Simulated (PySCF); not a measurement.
A calculation to check before its numbers are used.

A core-ionisation job on C3H8GeO, SMILES `C=[CH][GeH2][O]C`. Theory: delta-SCF UKS HF, pcX-2 on the ionised atom, pcseg-1 elsewhere, spin-free X2C (PySCF 2.14.0).

Driver input (Å, PBE0-D3(BJ)/def2-SVP geometry):

```
{"job": {"kind": "xps", "xc": "HF"}, "charge": 0, "multiplicity": 1}
C      2.0520     0.9828    -0.1857
C      1.4082     0.0585     0.5336
Ge     0.1856    -1.2130    -0.2672
O     -1.4593    -0.9756     0.3878
C     -2.1213     0.2389     0.1880
H      2.7460     1.6993     0.2687
H      1.9180     1.0670    -1.2706
H      1.5741     0.0175     1.6173
H      0.1697    -0.9688    -1.7943
H      0.5088    -2.6683     0.0960
H     -1.5562     1.1065     0.5811
H     -2.3333     0.4361    -0.8816
H     -3.0875     0.2021     0.7168
```

Output:

```
ground state, core basis on atom 0 (C), 154 functions
  cycle   1  E = -2285.39121914  |g| = 5.63e-01
  cycle   2  E = -2285.45595134  |g| = 3.38e-01
  cycle   3  E = -2285.47777585  |g| = 6.96e-02
  cycle   4  E = -2285.47920630  |g| = 1.28e-02
  cycle   5  E = -2285.47925999  |g| = 2.74e-03
  cycle   6  E = -2285.47926332  |g| = 7.50e-04
  cycle   7  E = -2285.47926369  |g| = 2.50e-04
  E(ground) = -2285.47926369 Eh
hole in C 1s of atom 0
  cycle   1  E = -2274.22192494  |g| = 1.49e+00
  cycle   2  E = -2274.54309757  |g| = 8.66e-01
  cycle   3  E = -2274.79012727  |g| = 1.25e-01
  cycle   4  E = -2274.79848179  |g| = 3.95e-02
  cycle   5  E = -2274.79988942  |g| = 2.28e-02
  cycle   6  E = -2274.80143262  |g| = 1.52e-02
  cycle   7  E = -2274.80255026  |g| = 1.17e-02
  cycle   8  E = -2274.80351425  |g| = 7.93e-03
  cycle   9  E = -2274.80400950  |g| = 3.98e-03
  cycle  10  E = -2274.80410280  |g| = 1.18e-03
  cycle  11  E = -2274.80410560  |g| = 5.25e-04
  cycle  12  E = -2274.80410639  |g| = 1.99e-04
  E(ion) = -2274.80410639 Eh   <S^2> = 0.9501   hole on atom = 1.000   binding energy = 290.486 eV
ground state, core basis on atom 1 (C), 154 functions
  cycle   1  E = -2285.48237997  |g| = 2.76e-02
  cycle   2  E = -2285.48246333  |g| = 5.64e-03
  cycle   3  E = -2285.48246969  |g| = 3.27e-03
  cycle   4  E = -2285.48247223  |g| = 3.14e-04
  E(ground) = -2285.48247223 Eh
hole in C 1s of atom 1
  cycle   1  E = -2274.23900861  |g| = 1.50e+00
  cycle   2  E = -2274.52815746  |g| = 9.20e-01
  cycle   3  E = -2274.81281416  |g| = 1.34e-01
  cycle   4  E = -2274.82147170  |g| = 3.75e-02
  cycle   5  E = -2274.82269893  |g| = 2.21e-02
  cycle   6  E = -2274.82394813  |g| = 1.70e-02
  cycle   7  E = -2274.82492987  |g| = 1.37e-02
  cycle   8  E = -2274.82613222  |g| = 1.06e-02
  cycle   9  E = -2274.82718211  |g| = 4.77e-03
  cycle  10  E = -2274.82735971  |g| = 1.39e-03
  cycle  11  E = -2274.82736681  |g| = 4.35e-04
  E(ion) = -2274.82736681 Eh   <S^2> = 0.9720   hole on atom = 1.000   binding energy = 289.940 eV
ground state, core basis on atom 3 (O), 154 functions
  cycle   1  E = -2285.51416788  |g| = 4.19e-02
  cycle   2  E = -2285.51437347  |g| = 1.12e-02
  cycle   3  E = -2285.51439515  |g| = 5.96e-03
  cycle   4  E = -2285.51440181  |g| = 7.50e-04
  cycle   5  E = -2285.51440200  |g| = 2.64e-04
  E(ground) = -2285.51440200 Eh
hole in O 1s of atom 3
  cycle   1  E = -2264.96636152  |g| = 2.21e+00
  cycle   2  E = -2265.47820693  |g| = 1.21e+00
  cycle   3  E = -2265.79589087  |g| = 1.08e-01
  cycle   4  E = -2265.79942807  |g| = 2.21e-02
  cycle   5  E = -2265.79983687  |g| = 1.17e-02
  cycle   6  E = -2265.79999466  |g| = 4.23e-03
  cycle   7  E = -2265.80001950  |g| = 1.26e-03
  cycle   8  E = -2265.80002151  |g| = 5.34e-04
  cycle   9  E = -2265.80002194  |g| = 2.73e-04
  E(ion) = -2265.80002194 Eh   <S^2> = 0.7702   hole on atom = 1.000   binding energy = 536.456 eV
ground state, core basis on atom 4 (C), 154 functions
  cycle   1  E = -2285.47912426  |g| = 4.75e-02
  cycle   2  E = -2285.47932773  |g| = 3.09e-02
  cycle   3  E = -2285.47949603  |g| = 3.00e-03
  cycle   4  E = -2285.47949846  |g| = 6.01e-04
  cycle   5  E = -2285.47949864  |g| = 2.67e-04
  E(ground) = -2285.47949864 Eh
hole in C 1s of atom 4
  cycle   1  E = -2274.20649533  |g| = 1.48e+00
  cycle   2  E = -2274.56102296  |g| = 7.62e-01
  cycle   3  E = -2274.74429168  |g| = 1.21e-01
  cycle   4  E = -2274.74991518  |g| = 3.90e-02
  cycle   5  E = -2274.75078668  |g| = 1.89e-02
  cycle   6  E = -2274.75140180  |g| = 1.12e-02
  cycle   7  E = -2274.75176564  |g| = 3.91e-03
  cycle   8  E = -2274.75180717  |g| = 1.33e-03
  cycle   9  E = -2274.75181080  |g| = 6.47e-04
  cycle  10  E = -2274.75181149  |g| = 3.26e-04
  E(ion) = -2274.75181149 Eh   <S^2> = 0.7954   hole on atom = 1.000   binding energy = 291.915 eV
```

The program numbers atoms from 0.

**Question.** Do all binding energies of this run deserve the same trust?

**Answer.** No. Every hole passed the driver's convergence checks (|g| < 5e-4, core orbital emptied to over 0.9), but ⟨S²⟩ is 0.972 for C1s on atom 1 and 0.950 for C1s on atom 0, against 0.75 for a pure doublet, so the unrestricted ion state holds higher spin components.

**Question.** What would you do next?

**Answer.** Recompute such holes with a restricted open-shell or spin-projected scheme and compare; until then these binding energies are doubtful.
